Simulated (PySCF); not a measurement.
A survey of ¹⁵N NMR shifts

- NMR shieldings at PBE0/pcSseg-1/GIAO
- structure optimised with GFN2-xTB
- code: PySCF 2.14
- relativity neglected, rapidly exchanging positions averaged, no solvent, single conformer

Shieldings were converted by a linear fit to measured shifts: ¹⁵N (scatter 6.3 ppm rms vs CH3NO2, solution or neat liquid). Occasional misses reach two or three times the rms, and more in compound classes unlike the fitted ones.

**Question.** Give the ¹⁵N shifts of `[SiH3]O[Si@@H]1C=C[SiH2]N1`.

**Answer.** 
```
                  compound                                       environment  δ (ppm)
[SiH3]O[Si@@H]1C=C[SiH2]N1  nitrogen bonded to 2 Si, H, in a 5-membered ring   -372.5
```

**Question.** Match the shifts -55.9, -94.0, -375.9 ppm to `N#C[Si@@H]1C[C@@H]1CF`, `C#C/C=C\[Si@@H](N)F`, `C/C([SiH3])=C(\F)C#N`.

**Answer.** -55.9: N#C[Si@@H]1C[C@@H]1CF (nitrile nitrogen); -94.0: C/C([SiH3])=C(\F)C#N (nitrile nitrogen); -375.9: C#C/C=C\[Si@@H](N)F (nitrogen bonded to Si, 2 H).
